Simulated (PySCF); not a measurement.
## Dipole response of Cs+ (caesium, charge +1)

[Xe], closed-shell 1S. Computed with PySCF 2.14 in def2-TZVPPD with the def2 core potential (46 electrons) (5s4p3d1f, 39 functions), with a scalar-relativistic core potential. Coupled (time-dependent) response in atomic units; α is the mean over directions.

| method | mean α (bohr³) | C₆ (like pair) | S(−4) |
| --- | --- | --- | --- |
| UHF | 15.06 | 124.6 | 31.31 |
| PBE | 15.50 | 128.7 | 34.69 |
| PBE0 | 15.28 | 126.6 | 32.95 |
| B3LYP | 15.36 | 127.3 | 33.76 |
| CAM-B3LYP | 15.37 | 127.5 | 33.60 |

S(−4) is the Cauchy moment in α(ω) = α(0) + S(−4) ω² + …

α(iu) at B3LYP:

```tsv
u (hartree)	α(iu) (bohr³)
0	15.36
0.0500	15.28
0.100	15.04
0.200	14.14
0.300	12.90
0.500	10.19
0.750	7.364
1.00	5.372
1.50	3.073
2.00	1.932
3.00	0.9410
5.00	0.3568
```

A single London oscillator, α(iu) = α/(1 + u²/ω²), gives C₆ = (3/4) ω α². Matching the computed C₆ needs ω = 4 × 127.3 / (3 × 15.36²) = 0.719 hartree.

For an ion, C₆ is the dispersion term alone; charge-induced terms of lower order in 1/R come first.

Energies and moments cover only the electrons outside the core potential. Spin-orbit coupling, which splits the p, d and f shells strongly at this Z, is absent.
